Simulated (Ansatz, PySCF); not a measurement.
Potential energy curve for AlH, singlet.

- UHF/cc-pVTZ (PySCF)
- RHF/cc-pVTZ (PySCF)
- UKS-TPSSh = PySCF with unrestricted TPSSh/cc-pVTZ
- RKS-TPSSh = restricted TPSSh/cc-pVTZ run with PySCF 2.14.0
- UKS-B3LYP = PySCF with unrestricted B3LYP/cc-pVTZ
- RKS-B3LYP = restricted B3LYP/cc-pVTZ in PySCF
- UKS-BHandHLYP = PySCF with unrestricted BHandHLYP/cc-pVTZ
- RKS-BHandHLYP = PySCF with restricted BHandHLYP/cc-pVTZ
- UKS-PBE = unrestricted PBE/cc-pVTZ (Ansatz, an electronic-structure program)
- RKS-PBE = restricted PBE/cc-pVTZ run with Ansatz
- UKS-B3LYP/6-31G* = unrestricted B3LYP/6-31G*, spherical d (PySCF 2.14.0)
- RKS-B3LYP/6-31G* = restricted B3LYP/6-31G*, spherical d in PySCF
- UKS-B3LYP/LANL2DZ = unrestricted B3LYP/LANL2DZ, with its core potentials past Ne (PySCF)
- RKS-B3LYP/LANL2DZ = restricted B3LYP/LANL2DZ, with its core potentials past Ne in PySCF
- UKS-BP86/6-31G* = unrestricted BP86/6-31G*, spherical d in PySCF
- RKS-BP86/6-31G* = restricted BP86/6-31G*, spherical d (PySCF)
- UKS-M06-2X/6-31G* = PySCF 2.14.0 with unrestricted M06-2X/6-31G*, spherical d
- RKS-M06-2X/6-31G* = restricted M06-2X/6-31G*, spherical d run with PySCF

Scanned distances (Å): 1.24, 1.34, 1.41, 1.50, 1.58, 1.60, 1.66, 1.70, 1.78, 1.84, 1.92, 2.05, 2.24, 2.49, 2.72, 2.96, 3.33, 3.71, 4.06, 4.46, 5.04, 5.84, 6.63.

### Question
Where does the unrestricted solution first break spin symmetry (<S²> of 0.01 or more)?

### Answer
UHF: already at 1.24 Å; UKS-TPSSh: between 2.72 and 2.96 Å; UKS-B3LYP: between 2.72 and 2.96 Å; UKS-BHandHLYP: between 2.49 and 2.72 Å; UKS-PBE: between 2.96 and 3.33 Å; UKS-B3LYP/6-31G*: between 2.72 and 2.96 Å; UKS-B3LYP/LANL2DZ: between 2.72 and 2.96 Å; UKS-BP86/6-31G*: between 2.96 and 3.33 Å; UKS-M06-2X/6-31G*: between 2.72 and 2.96 Å.

```
R / Å  <S²> UHF  E(RHF) − E(UHF) / eV  <S²> UKS-TPSSh  E(RKS-TPSSh) − E(UKS-TPSSh) / eV  <S²> UKS-B3LYP  E(RKS-B3LYP) − E(UKS-B3LYP) / eV  <S²> UKS-BHandHLYP  E(RKS-BHandHLYP) − E(UKS-BHandHLYP) / eV  <S²> UKS-PBE  E(RKS-PBE) − E(UKS-PBE) / eV  <S²> UKS-B3LYP/6-31G*  E(RKS-B3LYP/6-31G*) − E(UKS-B3LYP/6-31G*) / eV  <S²> UKS-B3LYP/LANL2DZ  E(RKS-B3LYP/LANL2DZ) − E(UKS-B3LYP/LANL2DZ) / eV  <S²> UKS-BP86/6-31G*  E(RKS-BP86/6-31G*) − E(UKS-BP86/6-31G*) / eV  <S²> UKS-M06-2X/6-31G*  E(RKS-M06-2X/6-31G*) − E(UKS-M06-2X/6-31G*) / eV
-----  --------  --------------------  --------------  --------------------------------  --------------  --------------------------------  ------------------  ----------------------------------------  ------------  ----------------------------  ---------------------  ----------------------------------------------  ----------------------  ------------------------------------------------  --------------------  --------------------------------------------  ----------------------  ------------------------------------------------
1.24       0.33                 0.059            0.00                             0.000            0.00                             0.000                0.00                                     0.000          0.00                         0.000                   0.00                                           0.000                    0.00                                             0.000                  0.00                                         0.000                    0.00                                             0.000
1.34       0.29                 0.045            0.00                             0.000            0.00                             0.000                0.00                                     0.000          0.00                         0.000                   0.00                                           0.000                    0.00                                             0.000                  0.00                                         0.000                    0.00                                             0.000
1.41       0.27                 0.037            0.00                             0.000            0.00                             0.000                0.00                                     0.000          0.00                         0.000                   0.00                                           0.000                    0.00                                             0.000                  0.00                                         0.000                    0.00                                             0.000
1.50       0.23                 0.027            0.00                             0.000            0.00                             0.000                0.00                                     0.000          0.00                         0.000                   0.00                                           0.000                    0.00                                             0.000                  0.00                                         0.000                    0.00                                             0.000
1.58       0.20                 0.019            0.00                             0.000            0.00                             0.000                0.00                                     0.000          0.00                         0.000                   0.00                                           0.000                    0.00                                             0.000                  0.00                                         0.000                    0.00                                             0.000
1.60       0.19                 0.018            0.00                             0.000            0.00                             0.000                0.00                                     0.000          0.00                         0.000                   0.00                                           0.000                    0.00                                             0.000                  0.00                                         0.000                    0.00                                             0.000
1.66       0.16                 0.013            0.00                             0.000            0.00                             0.000                0.00                                     0.000          0.00                         0.000                   0.00                                           0.000                    0.00                                             0.000                  0.00                                         0.000                    0.00                                             0.000
1.70       0.15                 0.011            0.00                             0.000            0.00                             0.000                0.00                                     0.000          0.00                         0.000                   0.00                                           0.000                    0.00                                             0.000                  0.00                                         0.000                    0.00                                             0.000
1.78       0.11                 0.006            0.00                             0.000            0.00                             0.000                0.00                                     0.000          0.00                         0.000                   0.00                                           0.000                    0.00                                             0.000                  0.00                                         0.000                    0.00                                             0.000
1.84       0.09                 0.004            0.00                             0.000            0.00                             0.000                0.00                                     0.000          0.00                         0.000                   0.00                                           0.000                    0.00                                             0.000                  0.00                                         0.000                    0.00                                             0.000
1.92       0.05                 0.001            0.00                             0.000            0.00                             0.000                0.00                                     0.000          0.00                         0.000                   0.00                                           0.000                    0.00                                             0.000                  0.00                                         0.000                    0.00                                             0.000
2.05       0.00                 0.000            0.00                             0.000            0.00                             0.000                0.00                                     0.000          0.00                         0.000                   0.00                                           0.000                    0.00                                             0.000                  0.00                                         0.000                    0.00                                             0.000
2.24       0.00                 0.000            0.00                             0.000            0.00                             0.000                0.00                                     0.000          0.00                         0.000                   0.00                                           0.000                    0.00                                             0.000                  0.00                                         0.000                    0.00                                             0.000
2.49       0.22                 0.027            0.00                             0.000            0.00                             0.000                0.00                                     0.000          0.00                         0.000                   0.00                                           0.000                    0.00                                             0.000                  0.00                                         0.000                    0.00                                             0.000
2.72       0.54                 0.206            0.00                             0.000            0.00                             0.000                0.06                                     0.002          0.00                         0.000                   0.00                                           0.000                    0.00                                             0.000                  0.00                                         0.000                    0.00                                             0.000
2.96       0.74                 0.487            0.25                             0.023            0.10                             0.005                0.34                                     0.075          0.00                         0.000                   0.17                                           0.015                    0.20                                             0.021                  0.00                                         0.000                    0.15                                             0.009
3.33       0.89                 0.979            0.59                             0.206            0.45                             0.120                0.62                                     0.303          0.35                         0.046                   0.51                                           0.167                    0.54                                             0.197                  0.31                                         0.038                    0.61                                             0.215
3.71       0.96                 1.474            0.74                             0.433            0.64                             0.299                0.78                                     0.582          0.61                         0.183                   0.70                                           0.384                    0.73                                             0.439                  0.59                                         0.173                    0.82                                             0.536
4.06       0.99                 1.885            0.81                             0.624            0.75                             0.464                0.88                                     0.833          0.74                         0.319                   0.81                                           0.583                    0.84                                             0.658                  0.73                                         0.313                    0.92                                             0.838
4.46       1.01                 2.294            0.86                             0.804            0.83                             0.631                0.94                                     1.095          0.84                         0.457                   0.89                                           0.786                    0.91                                             0.877                  0.82                                         0.457                    1.00                                             1.136
5.04       1.02                 2.777            0.90                             0.993            0.91                             0.823                0.99                                     1.411          0.99                         0.619                   0.96                                           1.022                    0.98                                             1.131                  0.90                                         0.617                    1.00                                             1.532
5.84       1.02                 3.260            1.01                             1.054            0.98                             1.008                1.00                                     1.720          1.00                         0.783                   1.00                                           1.244                    1.00                                             1.363                  0.97                                         0.752                    1.00                                             1.875
6.63       1.02                 3.570            1.01                             1.159            1.00                             1.129                1.01                                     1.913          1.01                         0.869                   1.00                                           1.365                    1.00                                             1.484                  1.00                                         0.827                    1.00                                             2.067
```
